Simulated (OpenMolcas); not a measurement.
# 3d4 along the 22-electron sequence

| Property | Result |
| --- | --- |
| Program | OpenMolcas |
| Method | RASSCF |
| Basis | ANO-R2 |
| Scalar Hamiltonian | X2C, finite nucleus |
| Spin-orbit coupling | RASSI with atomic mean-field integrals over the reference wave functions, term energies averaged over their components |

Active space for each ion: 10 electrons in 8 orbitals (RAS1 3p, at most 2 holes; RAS2 3d).

Computed levels in cm-1 above 5D0:

| Level | Mn3+ | Fe4+ | Ni6+ | Cu7+ |
| --- | --- | --- | --- | --- |
| 5D1 | 104 | 151 | 291 | 389 |
| 5D2 | 308 | 442 | 842 | 1117 |
| 5D3 | 602 | 859 | 1610 | 2117 |
| 5D4 | 976 | 1384 | 2556 | 3330 |
| 3P0(1) | 22194 | 25255 | 31179 | 33880 |
| 3P1(1) | 22812 | 26150 | 32884 | 36135 |
| 3P2(1) | 23910 | 27701 | 35680 | 39725 |
| 3H4 | 25640 | 29148 | 36024 | 39232 |
| 3H5 | 25870 | 29491 | 36722 | 40190 |
| weight of 5D in the lowest level (%) | 100 | 100 | 99 | 99 |

Measured, with the error of the calculation in %. Measured levels: Mn3+ from Corliss and Sugar, J. Phys. Chem. Ref. Data 6, 1253 (1977); Fe4+ from Corliss and Sugar, J. Phys. Chem. Ref. Data 11, 135 (1982); Ni6+ from Corliss and Sugar, J. Phys. Chem. Ref. Data 10, 197 (1981).

```
 Level           Mn3+           Fe4+           Ni6+
   5D1    99.0 (+5.4)     142 (+6.0)     279 (+4.3)
   5D2     287 (+7.3)     417 (+5.9)     804 (+4.7)
   5D3     552 (+8.9)     803 (+6.9)    1520 (+5.9)
   5D4    886 (+10.2)    1283 (+7.9)    2392 (+6.8)
3P0(1)   20654 (+7.5)   24055 (+5.0)   30077 (+3.7)
3P1(1)   21279 (+7.2)   24973 (+4.7)   31836 (+3.3)
3P2(1)   22325 (+7.1)   26468 (+4.7)   34555 (+3.3)
   3H4  21281 (+20.5)  24932 (+16.9)  31672 (+13.7)
   3H5  21475 (+20.5)  25226 (+16.9)  32286 (+13.7)
```

The fine-structure level 5D4 changes by a factor of 3.41 from Mn3+ to Cu7+. Its fourth root runs 5.59, 6.10, 7.11, 7.60, with steps per unit of Z of 0.51, 0.51, 0.49; equal steps would mean a (Z - σ)^4 law with constant σ.

3P0(1) changes by a factor of 1.53 over the same range, with steps per unit of Z of +3060, +2960, +2700 cm-1.

Without dynamic correlation excited terms often stand tens of per cent too high (terms of higher spin than the ground term too low), and those without a measured partner can miss by more than the paired ones. Active for correlation alone: 3p; no level in the range computed is led by a configuration that opens it, so any true level of that kind is missing. Computed and measured levels are paired by configuration, term and J; levels that our copy of the source lacks, or whose pairing is in doubt (as where it misses far off the trend of its configuration), stay unpaired and out of the deviations. Only configurations of the active space appear.

A number in round brackets counts repeated terms of one configuration in the order of the reference energies.
